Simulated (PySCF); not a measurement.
**`CS[C@@H]1[C@H]2C[C@H](C2)[Si@@H]1F`: 4 charge schemes on one density**

C₆H₁₁FSSi.
Numbering: `[CH3:1][S:2][C@@H:3]1[C@H:4]2[CH2:5][C@H:6]([CH2:7]2)[Si@@H:8]1[F:9]` (hydrogens: H10, H11, H12 on C1; H13 on C3; H14 on C4; H15, H16 on C5; H17 on C6; H18, H19 on C7; H20 on Si8)

Structure used (GFN2-xTB), in Å, numbered top down from 1:
```xyz
20
C6H11FSSi angstrom
C      3.090    0.048   -0.253
S      1.725   -1.079   -0.668
C      0.320    0.085   -0.588
C     -0.064    0.463    0.844
C     -1.425    1.164    0.750
C     -1.996   -0.256    0.555
C     -0.814   -0.740    1.426
Si    -1.347   -0.671   -1.177
F     -1.293   -2.256   -1.459
H      4.008   -0.516   -0.382
H      3.079    0.899   -0.928
H      3.004    0.377    0.779
H      0.625    0.964   -1.159
H      0.738    0.927    1.417
H     -1.561    1.893   -0.049
H     -1.727    1.603    1.699
H     -3.012   -0.463    0.878
H     -0.392   -1.724    1.228
H     -1.016   -0.633    2.490
H     -1.949   -0.076   -2.354
```

Density: PBE0/pcSseg-1 (PySCF); schemes: Mulliken, IAO, Hirshfeld and ESP-fitted. The structure is a single GFN2-xTB conformer in the gas phase; no vibrational or solvent corrections.

Problem. Tabulate the Mulliken, IAO, Hirshfeld and ESP-fitted charges.

Solution. In e; atoms taken as equivalent share a row and are averaged (×n: the atom named and its like, n in all):

```csv
atom,environment,Mulliken,IAO,Hirshfeld,ESP-fitted
C1,S-methyl carbon,-0.375,-0.504,-0.123,-0.425
S2,sulfide sulfur,+0.003,+0.077,-0.006,-0.141
C3,sp3 carbon bound to sulfur,-0.616,-0.484,-0.123,-0.295
C4,sp3 carbon at a ring junction,-0.232,-0.101,-0.036,+0.104
C5,four-membered-ring carbon,-0.115,-0.265,-0.073,-0.456
C6,sp3 carbon bound to silicon,-0.521,-0.402,-0.120,+0.052
C7,four-membered-ring carbon,-0.104,-0.264,-0.076,-0.281
Si8,fluorine-bound silicon,+1.117,+1.186,+0.434,+0.401
F9,silicon-bound fluorine,-0.416,-0.522,-0.197,-0.229
H10/H11/H12,methyl hydrogen,+0.146,+0.155,+0.045,+0.160
H13,methine hydrogen,+0.169,+0.145,+0.033,+0.189
H14,methine hydrogen,+0.112,+0.125,+0.034,+0.087
H15,methylene hydrogen,+0.120,+0.120,+0.034,+0.126
H16,methylene hydrogen,+0.129,+0.143,+0.045,+0.163
H17,methine hydrogen,+0.119,+0.140,+0.035,+0.048
H18,methylene hydrogen,+0.142,+0.136,+0.027,+0.097
H19,methylene hydrogen,+0.124,+0.141,+0.045,+0.118
H20,Si–H hydrogen,-0.093,-0.135,-0.068,-0.038
```

Mean size of the charges over all atoms: IAO 0.268 e, Mulliken 0.247 e, ESP-fitted 0.187 e, Hirshfeld 0.082 e. Each set sums to the total charge, 0, to within 0.001 e. The IAO scheme counts the electrons in orthogonalised intrinsic atomic orbitals, a minimal basis polarised so that it spans the occupied orbitals exactly.

Some averages cover members that differ in this geometry: H10/H11/H12, ESP-fitted +0.133 to +0.203 e.

Lowest charge. The schemes don't all agree: Mulliken C3 (-0.616); IAO F9 (-0.522); Hirshfeld F9 (-0.197); ESP-fitted C5 (-0.456).

Highest charge. All schemes agree: Mulliken Si8 (+1.117); IAO Si8 (+1.186); Hirshfeld Si8 (+0.434); ESP-fitted Si8 (+0.401).

Problem. Sum the charges by element, for elements with more than one atom.

Solution. 
| element | atoms | Mulliken | IAO | Hirshfeld | ESP-fitted |
| --- | --- | --- | --- | --- | --- |
| C | 6 | -1.964 | -2.020 | -0.551 | -1.301 |
| H | 11 | +1.260 | +1.279 | +0.320 | +1.271 |

Problem. How many electrons does the Mulliken scheme count on C3?

Solution. Z − q = 6 − (-0.616) = 6.616.
